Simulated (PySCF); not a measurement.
N-methylbuta-2,3-dien-1-amine (C₅H₉N), SMILES CNCC=C=C. Coordinates come from a PBE-D3(BJ)/def2-SVP optimisation. One conformer was computed; it need not be the lowest.

Give the equilibrium geometry at PBE-D3(BJ)/def2-SVP (PySCF confirms it by a frequency run) as Cartesian coordinates in Å. (An estimate is asked for; the answer gives what the named calculation found.)

Several could match; the one computed here: 
```xyz
15

C      3.0780     0.6440     0.2721
C      1.9361    -0.0115     0.2377
C      0.7907    -0.6648     0.1921
C     -0.4422    -0.1974    -0.5449
N     -1.5967    -0.1853     0.3410
C     -2.8312     0.2067    -0.3128
H      3.2943     1.3854     1.0610
H      3.8634     0.4737    -0.4849
H      0.6875    -1.6212     0.7388
H     -0.2317     0.7858    -1.0437
H     -0.6605    -0.9167    -1.3693
H     -1.4023     0.4360     1.1354
H     -2.7971     1.2008    -0.8338
H     -3.1063    -0.5479    -1.0811
H     -3.6580     0.2390     0.4251
```
Charge 0, spin multiplicity 1.
